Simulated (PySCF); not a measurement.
Start geometry of `O=CC#[C][GeH2][Br]` from a GFN2-xTB structure with every atom displaced at random (by about 0.01 Å) (Å):
```
atom  x, y, z in Å
O1    -3.2722   -0.8832    0.2496
C2    -2.5330   -0.0478   -0.1937
C3    -1.1227   -0.0830   -0.0526
C4     0.1329   -0.1292    0.0860
Ge5    1.9965   -0.1281    0.2313
Br6    2.7299    1.7382   -0.8388
H7    -2.8547    0.8400   -0.7673
H8     2.5904   -1.3191   -0.4547
H9     2.3907   -0.0049    1.7066
```

What comes out of this run: PySCF, PBE0-D3(BJ)/def2-SVP geometry optimisation, gas phase?

```
atom  x, y, z in Å
O1    -3.3696   -0.5613   -0.0243
C2    -2.5103    0.2031   -0.3789
C3    -1.0970    0.0089   -0.1168
C4     0.0991   -0.1211    0.0848
Ge5    1.9637   -0.3133    0.3821
Br6    3.0042    1.4764   -0.6242
H7    -2.7442    1.1356   -0.9475
H8     2.4601   -1.5939   -0.2919
H9     2.2523   -0.2511    1.8832
```

The energy falls by 15.5 kJ/mol over 13 energy and gradient evaluations, the largest force component goes from 0.0998 to 2.2e-04 Eh/bohr, and the atoms move by 0.035 Å rms after alignment. The bond that changes most is C3≡C4 (both ends alkyne carbon), which shortens by 0.044 Å. Bonds longer at the end by more than 0.005 Å: 5 of 8; shorter: 1. Among the angles that change most is C3–C2–H7, from 111.2° to 114.1°. Rotational constants go from 3505, 546.3, 475.5 to 3521, 533.5, 466.1 MHz. The orientation of the end geometry is arbitrary; only internal coordinates are fixed.

The run used 135 basis functions and 98 SCF cycles in all. Time: 2.2 min; peak memory 0.59 GiB. Hardware: Arm Neoverse V1, one thread, shared host.

Not checked by PBE0-D3(BJ)/def2-SVP frequencies.
